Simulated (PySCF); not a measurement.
A structure optimised at ωB97X-D3(BJ)/def2-TZVP, used in a PySCF frequency run:

```xyz
4

Zn     0.0034     0.0127     0.0000
F      0.0052     1.7570     0.0000
O     -0.1092    -1.7465     0.0000
H      0.7248    -2.2209     0.0000
```

Q: Write its SMILES, formula and point group.

A: [OH][Zn][F], FHOZn, Cs

Q: What are its rotational constants (standard atomic weights)?

A: 729.48, 4.5002, 4.4726 GHz
